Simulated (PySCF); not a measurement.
From one molecule to another.

First species: C₇H₈F₂.
Geometry (GFN2-xTB, Å), atoms numbered from 1 in this order:
```
atom  x, y, z in Å
F1    -2.5351   -1.1144    1.0683
C2    -1.8142   -0.9443   -0.0744
F3    -2.6130   -0.2369   -0.9119
C4    -0.5229   -0.2260    0.1981
C5     0.6160   -0.9848    0.7747
C6     1.7728   -0.5387    0.3038
C7     1.6012    0.5548   -0.7122
C8     0.1014    0.7827   -0.7443
C9    -0.5355    1.2482    0.5266
H10   -1.6662   -1.9430   -0.5173
H11    0.4694   -1.7731    1.4912
H12    2.7488   -0.8904    0.5889
H13    1.9830    0.2421   -1.6870
H14    2.1436    1.4563   -0.4194
H15   -0.3652    1.0353   -1.6839
H16   -1.4844    1.7581    0.4526
H17    0.0934    1.5863    1.3363
```

Second species: C₅H₁₀OSi₃.
InChI=1S/C5H10OSi3/c1-2-8-3-4-9(5-8)6-7/h1,3-4,8-9H,5H2,7H3/t8-,9+/m1/s1

Levels: PBE0/pcSseg-1 for HOMO energy, LUMO energy and HOMO–LUMO gap. Geometries: GFN2-xTB. Each structure is a single optimised conformer of the isolated species, non-relativistic unless stated; the electronic structure was computed with PySCF and density fitting.

Values for the first species:

* HOMO energy: -7.06 eV
* LUMO energy: 0.09 eV
* HOMO–LUMO gap: 7.15 eV

Question: Estimate the same properties for the second species, and the change in each.

Answer: 
```json
{"property": "HOMO energy", "first": "-7.06 eV", "second": "-7.89 eV", "second less first": "-0.83 eV"}
{"property": "LUMO energy", "first": "0.09 eV", "second": "-0.93 eV", "second less first": "-1.02 eV"}
{"property": "HOMO–LUMO gap", "first": "7.15 eV", "second": "6.96 eV", "second less first": "-0.19 eV"}
```

